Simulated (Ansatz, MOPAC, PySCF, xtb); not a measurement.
The molecule PdC, closed-shell singlet (the spin of the measured ground state). No spin–orbit coupling. The T1 diagnostic near the minimum is 0.056, so single-reference values are doubtful.

The constants come from a fifth-degree fit in 1/R (seven points, main isotopes). In def2 and cc sets the state is the lowest found near the PBE0 minimum, followed along R. The singlet is held restricted. HF and MP2 rows in def2 and cc sets belong to the determinant that coupled cluster picked by its CCSD energy.

Programs: Ansatz (Gaussian basis) for Hartree–Fock, density functionals and correlated methods; MOPAC for PM6 (differences of heats of formation); PySCF for LANL2DZ rows; xtb for the GFN methods. Values without a source in brackets are computed. In def2 rows elements past Kr take small-core potentials, without spin–orbit coupling.

| level | r_e (Å) | ω_e (cm⁻¹) | B_e (cm⁻¹) | ω_e x_e (cm⁻¹) | D_e (eV) | dipole (D) |
|---|---|---|---|---|---|---|
| PM6 | 1.726 | 1000 | 0.525 | 4.7 | - | - |
| GFN2-xTB | 1.781 | 844 | 0.493 | 7.3 | - | - |
| SVWN5/def2-TZVPP | 1.674 | 946 | 0.558 | 4.4 | 5.43 | 1.02 |
| PBE/def2-TZVPP | 1.703 | 889 | 0.540 | 4.4 | 4.46 | 1.19 |
| BP86/LANL2DZ | 1.773 | 848 | 0.498 | 4.5 | - | 1.50 |
| r2SCAN/def2-TZVPP | 1.692 | 909 | 0.546 | 4.2 | 4.08 | 1.39 |
| B97M-V/def2-TZVPP | 1.703 | 865 | 0.539 | 4.5 | 3.75 | 1.17 |
| B3LYP/LANL2DZ | 1.780 | 821 | 0.493 | 4.6 | - | 1.82 |
| B3LYP/def2-TZVPP | 1.705 | 864 | 0.538 | 4.3 | 3.35 | 1.45 |
| PBE0/def2-TZVPP | 1.694 | 882 | 0.545 | 4.2 | 3.28 | 1.62 |
| BHLYP/def2-TZVPP | 1.711 | 811 | 0.534 | 4.0 | 2.04 | 2.01 |
| CAM-B3LYP/def2-TZVPP | 1.696 | 867 | 0.544 | 4.2 | 2.96 | 1.82 |
| wB97X-V/def2-TZVPP | 1.703 | 852 | 0.539 | 3.9 | 2.80 | 2.19 |
| wB97M-V/def2-TZVPP | 1.704 | 847 | 0.538 | 4.0 | 2.85 | 2.06 |
| B2PLYP/def2-TZVPP | 1.688 | 938 | 0.549 | 4.9 | - | - |
| SCS-MP2/def2-TZVPP | 1.621 | 1080 | 0.595 | 8.5 | - | - |
| SCS-MP2/def2-QZVPP | 1.619 | 1069 | 0.596 | 8.1 | - | - |
| CCSD/def2-TZVPP | 1.693 | 890 | 0.546 | 4.2 | 2.80 | - |
| CCSD/def2-QZVPP | 1.691 | 887 | 0.547 | 4.3 | 2.80 | - |
| CCSD(T)/def2-TZVPP | 1.701 | 889 | 0.540 | 4.4 | 3.60 | - |
| CCSD(T)/def2-QZVPP | 1.700 | 887 | 0.541 | 4.4 | 3.60 | - |
| CCSD(T)/CBS(def2-TZVPP, def2-QZVPP) | 1.700 | 883 | 0.541 | 4.4 | - | - |

D_e counts from each atom's lowest state at the same level, without counterpoise or zero-point energy.

Correlated levels freeze the inner cores; with def2 sets outer-core shells near the valence are correlated too. CBS: X⁻³ extrapolation of the correlation energy, Hartree–Fock from the larger set. Rows in LANL2DZ carry no dispersion term and start afresh at each structure. LANL2DZ brings its own core potentials from Na on. The state that PM6 reach isn't checked.

Doubts at one or more of the structures used: a restricted determinant that unrestricted orbitals would lower (B2PLYP/def2-TZVPP, SCS-MP2/def2-TZVPP, SCS-MP2/def2-QZVPP, CCSD/def2-TZVPP, CCSD/def2-QZVPP, CCSD(T)/def2-TZVPP, CCSD(T)/def2-QZVPP, CCSD(T)/CBS(def2-TZVPP, def2-QZVPP)); T1 above 0.05 (CCSD/def2-TZVPP, CCSD/def2-QZVPP, CCSD(T)/def2-TZVPP, CCSD(T)/def2-QZVPP, CCSD(T)/CBS(def2-TZVPP, def2-QZVPP)).

Measured for the ground state: D_0 4.48 ± 0.21 eV (a handbook's tabulated 298 K bond energy less 3RT/2; such tables hold older values) [Luo, bond dissociation energies, CRC Handbook].

Ansatz is a quantum-chemistry and plane-wave program.
